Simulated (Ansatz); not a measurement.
Reaction (formal exchange of groups at a C–N bond): `C#CN(C)CN` + `BBC` → `CBBC` + `C#CNCN`

Calculated with Ansatz (gas phase, PBE0-D4/def2-TZVP geometries, no zero-point term in ΔE). CCSD(T)/CBS is the MP2 limit (def2-TZVPP, def2-QZVPP) plus CCSD(T) − MP2 in def2-TZVPP, frozen cores. Functionals use def2-TZVPP. B3LYP here is the variant with VWN-RPA as its local correlation; programs differ in this. Each species was taken in one conformer, which may not be the lowest.

`C#CN(C)CN`:

```xyz
14

C     0.232    1.359   -2.015
C    -0.080    0.793   -0.998
N    -0.425    0.134    0.112
C    -0.948    0.940    1.200
C     0.502   -0.937    0.525
N     0.808   -1.889   -0.489
H     0.474    1.857   -2.922
H    -0.168    1.530    1.700
H    -1.704    1.623    0.814
H    -1.415    0.282    1.936
H     1.441   -0.496    0.887
H     0.021   -1.439    1.368
H     1.298   -1.451   -1.259
H    -0.036   -2.307   -0.858
```

`BBC`:

Z-matrix (Å, degrees):
```
C
B 1 1.564
H 1 1.091 2 116.3
H 1 1.100 2 106.4 3 120.0
H 1 1.095 2 111.4 3 -126.3
B 2 1.639 1 128.0 3 -9.5
H 2 1.210 1 116.2 3 172.3
H 6 1.201 2 122.0 1 93.1
H 6 1.201 2 122.4 1 -89.2
```

`CBBC`:

```xyz
12

C     1.604    0.498   -1.046
B     0.296   -0.350   -0.920
B    -0.470   -0.780    0.477
C    -1.517    0.070    1.269
H     2.168    0.656   -0.125
H     2.275    0.127   -1.826
H     1.275    1.487   -1.402
H    -0.211   -0.704   -1.959
H    -0.181   -1.851    0.958
H    -0.979    0.440    2.156
H    -1.923    0.941    0.751
H    -2.338   -0.533    1.667
```

`C#CNCN`:

```xyz
11

C     1.348    2.310   -0.537
C     0.575    1.388   -0.533
N    -0.233    0.319   -0.532
C    -0.100   -0.640    0.578
N    -0.729   -1.897    0.334
H     2.027    3.127   -0.557
H    -1.193    0.530   -0.768
H     0.972   -0.782    0.723
H    -0.506   -0.223    1.507
H    -1.738   -1.831    0.327
H    -0.424   -2.300   -0.543
```

(1) Is it downhill or uphill in electronic energy at CCSD(T)/CBS, and by how much? (Estimate.)

(2) What do these levels give: PBE-D4, r2SCAN-D4, PBE0-D4, B2PLYP, r2SCAN, PBE0, B3LYP, HF/def2-TZVPP, MP2/def2-TZVPP, SCS-MP2/def2-TZVPP, SCS-MP2/def2-QZVPP, CCSD/CBS(def2)? (Best estimate.)

Largest T1 diagnostic among the species: 0.012.

Answers

(1) The calculation gave: Downhill: ΔE = -0.63 eV.

(2) Ansatz gave: PBE-D4 -0.66, r2SCAN-D4 -0.66, PBE0-D4 -0.67, B2PLYP -0.65, r2SCAN -0.67, PBE0 -0.70, B3LYP -0.69, HF/def2-TZVPP -0.63, MP2/def2-TZVPP -0.59, SCS-MP2/def2-TZVPP -0.57, SCS-MP2/def2-QZVPP -0.59, CCSD/CBS(def2) -0.65 eV.

The D4 term adds +0.06 eV with B3LYP and +0.03 eV with PBE0; it sums over pairs of atoms, weighted by their polarisabilities, and B3LYP, whose exchange is more repulsive, gets the larger term.
